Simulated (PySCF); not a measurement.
PySCF input file for (E)-1,2-dichloro-1,2-difluoroethene (C2Cl2F2), SMILES F/C(Cl)=C(/F)Cl, PBE0/pcSseg-1. The structure is a stationary point at B3LYP-D3(BJ)/def2-SVP.

```python
import numpy as np
from pyscf import gto, scf, dft
from pyscf.prop.nmr import rks as nmr

mol = gto.M(
    atom='''
    F     1.71251468   -0.44567267    0.00000000
    C     0.39253063   -0.54314898    0.00000000
    Cl   -0.22336276   -2.14586417    0.00000000
    C    -0.39253063    0.54314898    0.00000000
    F    -1.71251468    0.44567267    0.00000000
    Cl    0.22336276    2.14586417    0.00000000
    ''',
    basis='pcSseg-1',
    charge=0,
    spin=0,
    max_memory=1600,
    verbose=3,
)
mf = dft.RKS(mol, xc='pbe0')
mf.grids.level = 3
mf.conv_tol = 1e-10
mf.max_cycle = 100
mf.kernel()
n = nmr.NMR(mf)
n.verbose = 2
n.max_cycle_cphf = 60
sigma = n.kernel()
print('atom   isotropic/ppm   span/ppm')
for i, s in enumerate(sigma):
    w = np.linalg.eigvalsh((s + s.T) / 2)
    print(f'{mol.atom_symbol(i):2s}{i + 1:3d} {w.mean():14.3f} {w[2] - w[0]:11.3f}')
```

It prints:

```
converged SCF energy = -1195.60100717102
atom   isotropic/ppm   span/ppm
F   1        294.176      89.522
C   2         35.960      92.311
Cl  3        695.765     402.017
C   4         35.960      92.311
F   5        294.176      89.522
Cl  6        695.765     402.017
```

Self-consistency was reached.

Cost: roughly 14 core-seconds.
